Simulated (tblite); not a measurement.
Start geometry of `[S][C@@H](C)OCC=O` [radical] from a force field or distance geometry (Å):
```
atom  x, y, z in Å
C1    -1.982    0.633    0.085
C2    -0.963   -0.346    0.595
S3    -1.601   -1.028    2.118
O4     0.252    0.299    0.856
C5     1.218   -0.384    0.108
C6     2.550    0.215    0.295
O7     2.620    1.181    1.068
H8    -2.371    0.231   -0.851
H9    -1.611    1.661    0.008
H10   -2.836    0.658    0.815
H11   -0.853   -1.187   -0.104
H12    0.898   -0.370   -0.979
H13    1.212   -1.433    0.430
H14    3.468   -0.130   -0.187
```

Task: What comes out of this run: GFN2-xTB geometry optimisation, gas phase in tblite?

Result: 
```
atom  x, y, z in Å
C1    -2.1563    0.7104    0.2433
C2    -1.0407   -0.3153    0.3577
S3    -1.2436   -1.2766    1.9076
O4     0.1773    0.3427    0.3054
C5     1.3059   -0.4893    0.2624
C6     2.5733    0.3222    0.1625
O7     2.6541    1.5103    0.1137
H8    -2.0705    1.2274   -0.7094
H9    -2.0586    1.4381    1.0447
H10   -3.1249    0.2228    0.3088
H11   -1.1182   -1.0738   -0.4403
H12    1.2646   -1.1719   -0.6040
H13    1.3689   -1.1137    1.1700
H14    3.4680   -0.3339    0.1356
```

The energy falls by 17.6 kcal/mol over 132 L-BFGS steps, the largest force on an atom goes from 4.19 to 0.008 eV/Å, and the atoms move by 0.689 Å rms after alignment. Among the bonds, C2–S3 and C6=O7 change most and about equally (-0.048 to +0.049 Å). Bonds longer at the end by more than 0.005 Å: 5 of 13; shorter: 5. Among the angles that change most is C5–C6–H14, from 125.2° to 111.2°. Among the dihedrals that turn most is H8–C1–C2–O4, from 127° to 61°. Rotational constants go from 4448, 1123, 1021 to 4188, 1140, 963.3 MHz. The orientation of the end geometry is arbitrary; only internal coordinates are fixed.

Its GFN2-xTB frequencies are all real (lowest 34 cm⁻¹).

One conformer stands for the species.

The numbers are calculated, not measured.
